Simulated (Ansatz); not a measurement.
CH3AlFNO, relaxed with RKS PBE0-D4/def2-TZVP in Ansatz 0.2.0 from a PBE-D4/def2-SVP geometry. The force threshold is 0.005 eV/Å; the program also tests the step.

The species carries charge 0 and has multiplicity 1. The bonds changed during the relaxation, so this is another structure than the one it started from.

Start:

```xyz
8

N    -0.058    1.638   -0.200
C    -0.354    0.349    0.024
O     0.475   -0.571   -0.058
Al   -0.183   -2.638    0.354
F     1.414   -3.200    0.154
H     0.897    1.901   -0.455
H    -0.768    2.367   -0.116
H    -1.424    0.154    0.296
```

```csv
step,energy (eV),largest force (eV/Å),largest move (Å)
1,-13931.3519,1.050,0.000
2,-13931.3882,0.322,0.057
3,-13931.3927,0.158,0.031
4,-13931.3940,0.058,0.023
5,-13931.3941,0.040,0.008
6,-13931.3942,0.016,0.004
7,-13931.3942,0.014,0.001
8,-13931.3942,0.012,0.005
9,-13931.3942,0.002,0.002
```

End:

```xyz
8

N    -0.055    1.616   -0.198
C    -0.353    0.343    0.031
O     0.471   -0.565   -0.029
Al   -0.177   -2.598    0.375
F     1.389   -3.146    0.114
H     0.890    1.872   -0.435
H    -0.759    2.331   -0.139
H    -1.406    0.147    0.283
```

It took 24 s on 4 threads of a server CPU on a shared host, with 0.41 GiB of host memory at the peak.
